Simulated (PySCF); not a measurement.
CH11NSi3, SMILES C[SiH2]N[SiH2][SiH3].

Coordinates come from a PBE0-D3(BJ)/def2-SVP optimisation. This is a generated structure with no PubChem entry under its InChIKey; it may be hypothetical. Other conformers were not sampled.

Calculation: TDDFT-CAM-B3LYP/def2-SVPD (PySCF 2.14.0).

Vertical excitations. Gas-phase values at a fixed geometry.

Computed UV-visible absorptions:
| state | energy (eV) | λ (nm) | f | main pairs |
|---|---|---|---|---|
| S1 | 5.80 | 214 | 0.008 | HOMO→LUMO 92 % |
| S2 | 6.63 | 187 | 0.007 | HOMO→LUMO+1 48 %, HOMO→LUMO+2 24 %, HOMO→LUMO+4 9 % |
| S3 | 6.70 | 185 | 0.020 | HOMO→LUMO+3 43 %, HOMO→LUMO+1 22 %, HOMO→LUMO+2 18 % |
| S4 | 7.11 | 174 | 0.177 | HOMO→LUMO+2 36 %, HOMO→LUMO+3 24 %, HOMO→LUMO+5 20 %, HOMO→LUMO+4 7 % |
| S5 | 7.29 | 170 | 0.071 | HOMO→LUMO+4 25 %, HOMO−1→LUMO 20 %, HOMO→LUMO+7 15 %, HOMO→LUMO+6 12 % |
| S6 | 7.35 | 169 | 0.123 | HOMO→LUMO+5 44 %, HOMO→LUMO+7 17 %, HOMO→LUMO+2 10 % |
| S7 | 7.39 | 168 | 0.029 | HOMO→LUMO+4 33 %, HOMO→LUMO+1 14 %, HOMO−1→LUMO 11 %, HOMO→LUMO+3 10 % |
| S8 | 7.74 | 160 | 0.070 | HOMO→LUMO+8 54 %, HOMO→LUMO+7 9 % |
| S9 | 7.82 | 159 | 0.031 | HOMO−1→LUMO 40 %, HOMO→LUMO+6 27 %, HOMO→LUMO+7 10 % |
| S10 | 7.99 | 155 | 0.012 | HOMO→LUMO+9 27 %, HOMO→LUMO+6 26 %, HOMO→LUMO+7 15 %, HOMO−1→LUMO+1 7 % |
| T1 | 5.35 | 232 | 0 | HOMO→LUMO 84 % |
| T2 | 6.01 | 206 | 0 | HOMO→LUMO+3 32 %, HOMO→LUMO+2 29 %, HOMO→LUMO+4 17 % |
| T3 | 6.35 | 195 | 0 | HOMO→LUMO+1 51 %, HOMO−1→LUMO 8 % |
| T4 | 6.54 | 190 | 0 | HOMO→LUMO+2 44 %, HOMO→LUMO+3 29 % |
Triplets are in the Tamm–Dancoff approximation, which puts them higher than full response would, so one can lie above its singlet here.
